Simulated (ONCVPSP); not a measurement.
**Scattering properties, ONCV potential for Ni (Z = 28)**

| Quantity | Value |
| --- | --- |
| Element | Ni (Z = 28) |
| Generator | ONCVPSP 4.0.1 |
| Type | optimised norm-conserving Vanderbilt (ONCV) |
| Functional | PBEsol |
| Relativity | fully relativistic |
| Frozen core | [Ne] 3s2 |
| Valence charge | 16 |
| Reference configuration | 3p6 3d8 4s2 |
| Partial waves | 4s: rc 2.15 bohr, ncon 3, nbas 7, qcut 3.9 1/bohr, 1 projector; 3p: rc 1.10 bohr, ncon 3, nbas 6, qcut 15.7 1/bohr, 2 projectors, debl 1 Ha; 3d: rc 0.95 bohr, ncon 4, nbas 9, qcut 17.7 1/bohr, 2 projectors, debl 3.7 Ha |
| Local potential | polynomial inside 0.70 bohr (lpopt 5, dvloc0 6 Ha) |
| Core correction | polynomial model core, fcfact 0.55 |

Open shells are filled in proportion to 2j + 1.

In the p channel the program set the typed energies aside and used -2.591, 0.250 Ha (j = l + 1/2; the other j can differ).

The phase is arctan(r·R′/R) of the radial function R(r), unwrapped; energies in Ha, scanned from -4 to 5 Ha. A pole is an energy at which the radial function vanishes at the test radius. The pseudo phase is shifted by a multiple of π to meet the all-electron one at the reference energy, and phase errors are pseudo minus all-electron; the curves can meet again beyond the range given. Levels narrower than the energy grid can be missing from the lists of poles.

```csv
channel,radius (bohr),reference energy (Ha),"poles, all-electron","poles, pseudo",unbroken range about the reference energy with phases within 0.05 rad,phase error 1 Ha above the reference energy (rad)
s,2.18,-0.21,1.37,"1.17, 3.80",below 1.4,-0.018
p3/2,1.12,-2.59,-1.04,-1.04,the whole range,+0.000
p1/2,1.12,-2.67,-1.19,-1.19,the whole range,+0.000
d5/2,0.97,-0.32,2.37,2.37,the whole range,+0.000
d3/2,0.97,-0.33,2.34,2.34,the whole range,+0.000
```

Note: ghosts flagged at negative energy: s at -240.6 eV; no localised positive-energy state flagged. A true bound ghost makes a file unfit for plane-wave use.

Phases in the p3/2 channel:

| E (Ha) | all-electron | pseudo |
| --- | --- | --- |
| -3.98 | -0.066 | -0.066 |
| -3.50 | -0.628 | -0.628 |
| -3.02 | -1.024 | -1.024 |
| -2.54 | -1.255 | -1.255 |
| -2.06 | -1.397 | -1.397 |
| -1.58 | -1.493 | -1.493 |
| -1.10 | -1.564 | -1.564 |
| -0.62 | -1.621 | -1.621 |
| -0.14 | -1.670 | -1.670 |
| 0.34 | -1.716 | -1.716 |
| 0.82 | -1.760 | -1.760 |
| 1.30 | -1.806 | -1.806 |
| 1.78 | -1.856 | -1.856 |
| 2.26 | -1.914 | -1.914 |
| 2.74 | -1.983 | -1.983 |
| 3.22 | -2.071 | -2.071 |
| 3.70 | -2.187 | -2.187 |
| 4.18 | -2.348 | -2.349 |
| 4.66 | -2.579 | -2.580 |
